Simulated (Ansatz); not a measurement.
Geometry optimisation, RKS BLYP-D4/def2-SVP in Ansatz 0.2.0.

The input (input.yaml):

```yaml
crystal:
  periodic: [false, false, false]
  atoms:
    - { symbol: C, position_ang: [-1.5807, -0.3569, 0.3572] }
    - { symbol: C, position_ang: [-0.4802, 0.5862, 0.6524] }
    - { symbol: C, position_ang: [0.738, 0.5368, 0.1362] }
    - { symbol: C, position_ang: [1.95226, 1.44479, 0.3437] }
    - { symbol: I, position_ang: [1.17497, -0.95994, -1.29957] }
    - { symbol: H, position_ang: [-2.459, 0.294, -0.058] }
    - { symbol: H, position_ang: [-1.3695, -1.0933, -0.3736] }
    - { symbol: H, position_ang: [-1.9334, -0.7794, 1.2584] }
    - { symbol: H, position_ang: [-0.7135, 1.3855, 1.4179] }
    - { symbol: H, position_ang: [2.73799, 0.89727, 0.76818] }
    - { symbol: H, position_ang: [1.63488, 2.23065, 1.12315] }
    - { symbol: H, position_ang: [2.21533, 1.96927, -0.5438] }
basis:
  gaussian: { orbitals: def2-SVP }
hamiltonian:
  xc: blyp
  dispersion: d4
relax:
  f_tol: 0.015
  max_steps: 40
```

Command:

```bash
$ ansatz run input.yaml --threads 2 --pin off --max-ram 3072MiB --backend cpu --events-out ev --progress --plain --runs-dir out
```

**Question.** Where does it end, and by what steps?

**Answer.** It converged. After 5 steps the energy has fallen by 0.454 eV; I5 moved furthest, 0.15 Å.

```tsv
step	energy less start (eV)	largest force component (eV/Å)	accepted
0	0.0000	3.511	yes
1	-0.3940	1.263	yes
2	-0.4133	0.874	yes
3	-0.4519	0.130	yes
4	-0.4537	0.053	yes
5	-0.4541	0.012	yes
```

```xyz
12
Properties=species:S:1:pos:R:3
C -1.654 -0.314 0.373
C -0.463 0.568 0.620
C 0.770 0.526 0.080
C 1.907 1.464 0.388
I 1.294 -0.988 -1.392
H -2.502 0.276 -0.037
H -1.426 -1.132 -0.336
H -2.015 -0.763 1.324
H -0.612 1.382 1.355
H 2.791 0.918 0.778
H 1.589 2.207 1.148
H 2.240 2.010 -0.519
```

Run time: 13 s on 2 threads of Intel(R) Xeon(R) Platinum 8488C (Sapphire Rapids) (shared host), peak memory 0.18 GiB.
